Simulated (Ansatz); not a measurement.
Wavefunction ladder for C4H15N2SbSi, SMILES `C[N](C)[Sb]([SiH3])[N](C)C`

```xyz
23

C    -0.434    2.252   -1.445
N    -0.790    1.027   -0.771
C    -2.212    0.772   -0.828
Sb    0.015    0.744    1.098
Si    2.457    0.931    0.194
N    -0.224   -1.265    0.961
C     0.344   -1.968   -0.163
C    -0.174   -2.019    2.189
H    -0.744    2.196   -2.496
H     0.651    2.400   -1.434
H    -0.902    3.155   -1.018
H    -2.521    0.654   -1.875
H    -2.446   -0.160   -0.308
H    -2.826    1.579   -0.394
H     3.330    0.079    1.050
H     2.579    0.481   -1.219
H     2.957    2.332    0.291
H     1.402   -2.239   -0.011
H     0.263   -1.356   -1.063
H    -0.209   -2.900   -0.339
H    -0.752   -2.946    2.083
H    -0.614   -1.446    3.010
H     0.848   -2.306    2.486
```

Total charge 0; spin multiplicity 1. Correlated methods freeze the filled d shell of Sb. Sb: def2 effective core potential. All single points use the PBE0-D4/def2-TZVP geometry. It is one conformer, not always the lowest. Frozen core, restricted reference, the Gaussian-basis code of Ansatz.

| basis | HF (Eh) | MP2 corr. | CCSD corr. | (T) | CCSD(T) total |
| --- | --- | --- | --- | --- | --- |
| def2-SVP | -796.95066 | -1.12311 | -1.22629 | -0.03884 | -798.21579 |
| def2-TZVPP | -797.36605 | -1.39381 | -1.47785 | -0.06222 | -798.90612 |
| def2-QZVPP | -797.39068 | -1.48687 | – | – | – |
